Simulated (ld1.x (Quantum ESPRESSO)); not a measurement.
Scattering properties, ultrasoft potential for Ta (Z = 73)

Ta (Z = 73), ultrasoft, made with ld1.x (Quantum ESPRESSO) 7.5 (LDA (PZ), scalar-relativistic). Core [Kr] 4d10 4f14, reference 5s2 5p6 5d3 6s1 6p0 (charge +1). Waves: 5s (bound): rcut 1.40, rcutus 1.55 bohr; 6s (bound): rcut 1.40, rcutus 1.55 bohr; 5p (bound): rcut 1.75, rcutus 2.00 bohr; 6p (bound, empty): rcut 1.75, rcutus 2.00 bohr; 5d (bound): rcut 2.90, rcutus 3.15 bohr; 5d channel at 0.05 Ry: rcut 2.90, rcutus 3.15 bohr. Local part: all-electron potential smoothed inside 2.75 bohr (lloc = -1). Core correction: none. Augmentation charge: PSQ, inside the norm-conserving radii.

The phase is arctan(r·u′/u) with u = r·R(r), unwrapped; energies in Ry, scanned from -8 to 5 Ry. A pole is an energy at which the radial function vanishes at the test radius. The pseudo phase is shifted by a multiple of π to meet the all-electron one at the reference energy, and phase errors are pseudo minus all-electron; the curves can meet again beyond the range given. Levels narrower than the energy grid can be missing from the lists of poles.

Q: For each channel, where are the poles, and over which energies does the pseudopotential scatter like the atom?

A:

```
channel  radius (bohr)  reference energy (Ry)  poles, all-electron  poles, pseudo  unbroken range about the reference energy with phases within 0.05 rad  phase error 1 Ry above the reference energy (rad)
      s           3.42                  -0.88                -0.03    -0.03, 4.92                                                              below 2.0                                             -0.000
      p           3.42                  -0.50          -3.42, 1.00    -3.42, 1.00                                                        the whole range                                             +0.000
      d           3.42                  -0.79          -0.58, 2.90    -0.58, 2.32                                                              below 0.7                                             -0.000
```

Phases in the s channel:

```csv
E (Ry),all-electron,pseudo
-8.00,1.459,1.459
-7.76,1.457,1.457
-7.52,1.455,1.455
-7.28,1.453,1.453
-7.04,1.450,1.450
-6.80,1.448,1.448
-6.56,1.445,1.445
-6.32,1.442,1.442
-6.08,1.438,1.438
-5.84,1.439,1.439
-5.60,1.433,1.433
-5.36,1.429,1.429
-5.12,1.424,1.424
-4.88,1.419,1.419
-4.64,1.414,1.414
-4.40,1.408,1.408
-4.16,1.402,1.402
-3.92,1.394,1.394
-3.68,1.386,1.386
-3.44,1.376,1.376
-3.20,1.364,1.364
-2.96,1.349,1.349
-2.72,1.332,1.332
-2.48,1.309,1.309
-2.24,1.278,1.278
-2.00,1.234,1.234
-1.76,1.164,1.164
-1.52,1.035,1.035
-1.28,0.726,0.726
-1.04,-0.168,-0.168
-0.80,-1.046,-1.046
-0.56,-1.350,-1.350
-0.32,-1.482,-1.482
-0.08,-1.558,-1.558
0.16,-1.612,-1.612
0.40,-1.656,-1.657
0.64,-1.698,-1.699
0.88,-1.742,-1.744
1.12,-1.796,-1.798
1.36,-1.867,-1.871
1.60,-1.979,-1.987
1.84,-2.188,-2.207
2.08,-2.663,-2.720
2.32,-3.522,-3.597
2.56,-4.087,-4.125
2.80,-4.328,-4.349
3.04,-4.450,-4.464
3.28,-4.522,-4.533
3.52,-4.571,-4.580
3.76,-4.606,-4.614
4.00,-4.634,-4.641
4.24,-4.656,-4.664
4.48,-4.675,-4.683
4.72,-4.691,-4.699
4.96,-4.706,-4.715
```
